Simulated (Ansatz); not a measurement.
`[CH3][SnH]([F])[SH]` + H₂O → `[CH3][SnH]([OH])[SH]` + H–F at 400 K and 1 bar (formal hydrolysis of the Sn–F bond).

Program: Ansatz. Geometries: PBE0-D4/def2-TZVP. ΔE: electronic, gas phase. CCSD(T)/CBS is the MP2 limit (def2-TZVPP, def2-QZVPP) plus CCSD(T) − MP2 in def2-TZVPP, frozen cores. This one scheme is used for every species. Elements past krypton have def2 core potentials. For Sn outer-core shells are correlated without core-valence functions, which leaves a few kJ/mol of doubt a bond. One conformer a species, not always the lowest.

```tsv
species	CCSD(T)/CBS energy (Eh)	H − E (kJ/mol)	S (J/(mol·K))
`[CH3][SnH]([F])[SH]`	-752.71910	176.5	403.7
H₂O	-76.37941	69.8	198.6
`[CH3][SnH]([OH])[SH]`	-728.68928	208.6	418.8
H–F	-100.39570	36.5	182.2
```

H − E and S are ideal-gas, rigid-rotor, harmonic terms from PBE0-D4/def2-TZVP, for one conformer and one mirror image of each species. 1 Eh = 2625.50 kJ/mol, R = 8.31446 J/(mol·K).

Problem. By hand: ΔE, ΔH, ΔS and ΔG.

Solution. ΔE = (-728.68928) + (-100.39570) − (-752.71910) − (-76.37941) = 0.01353 Eh = 35.5 kJ/mol. Δ(H − E) = 208.6 + 36.5 − 176.5 − 69.8 = -1.2, so ΔH = 34.3 kJ/mol. ΔS = 418.8 + 182.2 − 403.7 − 198.6 = -1.3 J/(mol·K). ΔG = 34.3 − 400 × (-1.3)/1000 = 34.8 kJ/mol.

Problem. By hand: the equilibrium constant, and the temperature at which ΔG would vanish if ΔH and ΔS stayed fixed.

Solution. log₁₀ K = −ΔG/(RT ln 10) = -4.5. ΔH and −TΔS have one sign here, so there is no such temperature.

The number of gas molecules stays the same, so ΔS is small and ΔH decides. A doubt of 5 kJ/mol in ΔE shifts log₁₀ K by 0.7 here. Other conformers and mirror images would add mixing entropy, several J/(mol·K) or more a flexible species. Modes under 60 cm⁻¹, often nearly free rotors, make the harmonic entropy too high. These are equilibria of isolated gas molecules and say nothing of rates. Largest T1 diagnostic: 0.013 (customary marks: 0.02 for closed shells, 0.045 for open ones).

ΔS is within the doubt of such terms, so its sign, and with it that verdict, could turn.
